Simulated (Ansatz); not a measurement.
Reaction (formal exchange of groups at the Se–Si bond): `SC[SiH2][SeH]` + `COC(F)F` → `COC(F)[SeH]` + `F[SiH2]CS`

Program: Ansatz. Geometries: PBE0-D4/def2-TZVP. ΔE: electronic, gas phase. CCSD(T)/CBS is the MP2 limit (def2-TZVPP, def2-QZVPP) plus CCSD(T) − MP2 in def2-TZVPP, frozen cores. For Se outer-core shells are correlated without core-valence functions, which leaves a few kJ/mol of doubt a bond. Scalar relativity is left out up to krypton. One conformer a species, not always the lowest.

```csv
species,SCS-MP2/def2-QZVPP energy (Eh)
`SC[SiH2][SeH]`,-3128.85561
`COC(F)F`,-353.11685
`COC(F)[SeH]`,-2654.33994
`F[SiH2]CS`,-827.65502
```

**Question.** Work out ΔE.

**Answer.** ΔE = (-2654.33994) + (-827.65502) − (-3128.85561) − (-353.11685) = -0.02250 Eh = -59.1 kJ/mol. CCSD(T)/CBS gives -53.3 kJ/mol.

Largest T1 diagnostic among the species: 0.011.

From PBE to PBE0 (25 % exact exchange), in def2-TZVPP and without D4, ΔE moves by +4.9 kJ/mol. In def2-TZVPP, CCSD(T) changes the Hartree–Fock value by −8.5 kJ/mol (the triples alone add −0.4 kJ/mol) and MP2 by −11.6 kJ/mol.
